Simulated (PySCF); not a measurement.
BOCl, SMILES O=BCl.

Geometry optimised at r2SCAN-D4/def2-TZVP.

All values below come from r2SCAN-D4/def2-TZVP in PySCF.

Frequencies are harmonic and unscaled.

Modes within 1.5 cm⁻¹ of each other (mostly degenerate sets) share a row, with their intensities summed.

```
mode  ν (cm⁻¹)  IR (km/mol)  Raman (Å⁴/amu)  depolarisation  moving atoms (share of kinetic energy)
----  --------  -----------  --------------  --------------  --------------------------------------
1–2        417         59.4             0.2            0.75                          B 78 %, O 18 %
3          695         10.9             7.1            0.09                 O 43 %, Cl 42 %, B 14 %
4         2008        309.3            27.6            0.17                          B 68 %, O 31 %
```
